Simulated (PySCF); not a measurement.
AlClHIO, SMILES [OH][Al]([Cl])[I].

Geometry optimised at B3LYP-D3(BJ)/def2-SVP. The def2 effective core potentials stand for the cores of I; spin–orbit coupling is left out. The values are those of a single conformer.

Computed with B3LYP/def2-TZVPD run with PySCF.

Symmetry labels are those of the subgroup Cs that the program uses (full group Cs).

Computed valence orbital energies around the gap with their symmetry:
```
orbital  symmetry  energy (eV)
-------  --------  -----------
HOMO−7         A'       -11.47
HOMO−6         A'       -10.45
HOMO−5         A"        -9.84
HOMO−4         A'        -9.47
HOMO−3         A"        -9.30
HOMO−2         A'        -9.07
HOMO−1         A"        -7.99
HOMO           A'        -7.83
LUMO           A'        -1.74
LUMO+1         A"        -1.07
LUMO+2         A'        -0.13
LUMO+3         A'         0.22
```
